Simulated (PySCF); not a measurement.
C₅H₇F₃O.
Numbering: `[CH3:1][C@:2]1([C:3]([F:4])([F:5])[F:6])[CH2:7][CH2:8][O:9]1`

Geometry (GFN2-xTB, Å), atoms numbered from 1 in this order:
```xyz
16
C5H7F3O angstrom
C     -0.886   -1.424   -0.389
C     -0.195   -0.163    0.100
C     -1.243    0.902    0.455
F     -1.925    1.290   -0.640
F     -0.692    2.010    0.965
F     -2.149    0.475    1.339
C      0.947    0.413   -0.755
C      1.799    0.208    0.501
O      0.690   -0.372    1.201
H     -1.542   -1.809    0.388
H     -1.469   -1.204   -1.280
H     -0.138   -2.177   -0.619
H      1.216   -0.208   -1.605
H      0.814    1.444   -1.073
H      2.626   -0.499    0.411
H      2.139    1.124    0.989
```

NICS = −σ at a ghost point: NICS(0) at the centroid of the ring atoms, NICS(1) 1 Å to either side along the normal of their mean plane, zz for the tensor component along that normal. Level: GIAO PBE0/pcSseg-1 (PySCF, non-relativistic, gas phase) on the GFN2-xTB geometry, one conformer.

Ring bond lengths (Å), with Mayer bond orders in brackets: C2–C7 1.538 (1.00), C7–C8 1.532 (1.04), C8–O9 1.434 (0.92), O9–C2 1.428 (0.94).

Give the NICS values of each ring in ppm.

```tsv
ring	type	NICS(0)	NICS(1), two faces	NICS(1)zz, two faces	rms pucker (Å)	centre to ring atoms, mean (Å)
C2–C7–C8–O9	4-membered ring with O; formal bonds all single	-0.9	1.0 / 1.2	3.4 / 1.6	0.02	1.05
```

What do they say, and how far can they be read as aromaticity?

- C2–C7–C8–O9: mean NICS(1)zz 2.5 ppm, near zero. C2, C7, C8 have four or more neighbours, so the value isn't read as a sign of a π ring current.

What are the shieldings of the ring atoms and their hydrogens in the same run (means over atoms taken as equivalent)?

| atoms | environment | σ isotropic (ppm) |
| --- | --- | --- |
| C2 | sp3 carbon bound to oxygen | 101.6 |
| C7 | four-membered-ring carbon | 156.3 |
| C8 | sp3 carbon bound to oxygen | 118.9 |
| O9 | cyclic ether oxygen | 286.1 |
| H13 | methylene hydrogen | 29.23 |
| H14 | methylene hydrogen | 28.86 |
| H15 | methylene hydrogen | 27.12 |
| H16 | methylene hydrogen | 26.91 |
